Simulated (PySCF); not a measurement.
## Computed structure and properties of [TaOCl4]−

System: [TaOCl4]− (singlet); start: template (C3v). Method: PySCF 2.14.0, RKS BP86, Ta def2-SVP with ECP60, O def2-SVP, Cl def2-SVP; non-relativistic Hamiltonian with scalar-relativistic core potentials where named; density fitting; no spin-orbit coupling.

Input of the relaxation:

```python
mol = gto.M(atom='''
Ta    -0.00000    -0.00000     0.16373
O     -0.00000    -0.00000     1.71773
Cl     0.00000     0.00000    -2.12407
Cl     2.28780    -0.00000     0.16373
Cl    -1.14390     1.98130     0.16373
Cl    -1.14391    -1.98129     0.16373''',
    basis={'Ta': 'def2-SVP', 'O': 'def2-SVP', 'Cl': 'def2-SVP'},
    ecp={'Ta': 'def2-SVP'},
    charge=-1, spin=0)
mf = dft.RKS(mol, xc='B88,P86')
mf.grids.atom_grid = (50, 194)
mf = mf.density_fit()  # fitting sets: Ta def2-universal-JKFIT, O def2-universal-JKFIT, Cl def2-universal-JKFIT
mf.conv_tol = 1e-08; mf.max_cycle = 55
mf.kernel(dm0)  # dm0: converged density of the start geometry
# quasi-Newton relaxation in Cartesian coordinates to a largest gradient under 0.00045 Eh/bohr, steps kept in the point group
```

Run from Python with OMP_NUM_THREADS=2; the lines above give its settings. Where DIIS fails, smearing, a level shift and second-order steps follow.
It took 35 s on 2 threads of Arm Neoverse V1, on a shared host, from the converged density of the start.

Course of the relaxation:

```json
{"step": "0", "energy above end (eV)": "2.2233", "largest force component within the symmetry (eV/Å)": "17.159"}
{"step": "1", "energy above end (eV)": "0.3274", "largest force component within the symmetry (eV/Å)": "4.348"}
{"step": "2", "energy above end (eV)": "0.0796", "largest force component within the symmetry (eV/Å)": "2.230"}
{"step": "3", "energy above end (eV)": "0.0043", "largest force component within the symmetry (eV/Å)": "0.237"}
{"step": "4", "energy above end (eV)": "0.0014", "largest force component within the symmetry (eV/Å)": "0.115"}
{"step": "5", "energy above end (eV)": "0.0001", "largest force component within the symmetry (eV/Å)": "0.030"}
{"step": "6", "energy above end (eV)": "0.0000", "largest force component within the symmetry (eV/Å)": "0.006"}
```

Relaxed geometry (C3v):

```xyz
6

Ta    0.0000    0.0000    0.2347
O     0.0000    0.0000    1.9941
Cl    0.0000    0.0000   -2.3039
Cl    2.3675    0.0000    0.1079
Cl   -1.1838    2.0503    0.1079
Cl   -1.1838   -2.0503    0.1079
```

```
     contact      Å
  Ta1–O2 (O)  1.759
Ta1–Cl3 (Cl)  2.539
Ta1–Cl4 (Cl)  2.371
Ta1–Cl5 (Cl)  2.371
Ta1–Cl6 (Cl)  2.371
```

On the finer grid (75, 302):

```yaml
HOMO: -2.33 eV
LUMO: 1.26 eV
Dipole_about_the_centre_of_mass: 1.02 D
Set_of_Mulliken_populations_of_Ta1_outside_the_core_potential: s 2.51, p 6.52, d 3.23, f 0.15
D3_BJ_dispersion_energy_not_in_the_energies: -0.554 eV
```

| atom | Mulliken (e) | Löwdin (e) | spin (e) |
| --- | --- | --- | --- |
| Ta1 | 0.58 | -0.89 | 0.00 |
| O2 | -0.31 | -0.13 | 0.00 |
| Cl3 | -0.43 | -0.15 | 0.00 |
| Cl4 | -0.28 | 0.06 | 0.00 |
| Cl5 | -0.28 | 0.06 | 0.00 |
| Cl6 | -0.28 | 0.06 | 0.00 |

No frequency check is given for this geometry.

Rigid scan of O along the line from its metal:

distance to O2 (Å), energy (eV) and a bar:
```
     1.46      3.485 ##############################
     1.56      1.286 ###########
     1.66      0.268 ##
     1.76      0.000 
     1.86      0.191 ##
     1.96      0.655 ######
     2.06      1.265 ###########
     2.21      2.289 ####################
```

Taking off one Cl (charge -1, singlet; the rest: singlet) in vacuum, both parts rigid, costs 3.66 eV; the small basis without counterpoise inflates it.

Rigid scan of Cl along the line from its metal:

```json
{"distance to Cl3 (Å)": "2.24", "energy (eV)": "0.566"}
{"distance to Cl3 (Å)": "2.34", "energy (eV)": "0.216"}
{"distance to Cl3 (Å)": "2.44", "energy (eV)": "0.047"}
{"distance to Cl3 (Å)": "2.54", "energy (eV)": "0.000"}
{"distance to Cl3 (Å)": "2.64", "energy (eV)": "0.036"}
{"distance to Cl3 (Å)": "2.74", "energy (eV)": "0.124"}
{"distance to Cl3 (Å)": "2.94", "energy (eV)": "0.386"}
{"distance to Cl3 (Å)": "3.24", "energy (eV)": "0.838"}
{"distance to Cl3 (Å)": "3.64", "energy (eV)": "1.382"}
{"distance to Cl3 (Å)": "4.14", "energy (eV)": "1.899"}
```

One start shape was tried, so this needn't be the lowest isomer.
